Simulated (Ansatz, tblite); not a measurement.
Forces on the cluster Li₆Al₄⁻ at its PBE-D4/def2-SVPD geometry. Charge -1, multiplicity 2.

The xTB rows come from tblite. At PBE-D4/def2-TZVPD the highest occupied level of the charge -1 doublet lies above zero (up to 0.03 eV). The electron is either unbound and held by the finite basis, or the level is raised by self-interaction error. The structure comes from a short search, and lower isomers may exist.

GFN1-xTB (tblite), largest force 0.58 eV/Å:

```xyz
10
positions Å, forces eV/Å
Al    0.925   -0.628   -1.527    0.059   -0.319   -0.484
Al   -0.116   -2.127    0.399    0.173   -0.356    0.083
Al    0.618    0.007    1.790   -0.035   -0.117    0.570
Al   -1.143    0.806   -0.263   -0.312    0.087   -0.045
Li   -0.154    1.589   -2.551    0.077   -0.085    0.025
Li    2.570   -1.425    0.509    0.041    0.310   -0.054
Li   -1.777   -1.425   -1.692   -0.141    0.199    0.094
Li   -0.552    2.405    1.719    0.075   -0.086    0.022
Li    1.726    1.555   -0.137    0.178    0.220   -0.027
Li   -2.098   -0.756    1.754   -0.114    0.147   -0.184
```

PBE-D4/def2-TZVPD (Ansatz), largest force 0.08 eV/Å:

```
Al -0.021 0.017 0.038
Al -0.012 0.048 -0.017
Al -0.003 0.007 -0.047
Al 0.019 -0.044 0.012
Li 0.005 -0.045 0.033
Li -0.053 0.027 -0.008
Li 0.053 0.047 0.039
Li 0.012 -0.044 -0.013
Li -0.043 -0.030 0.001
Li 0.043 0.018 -0.039
```
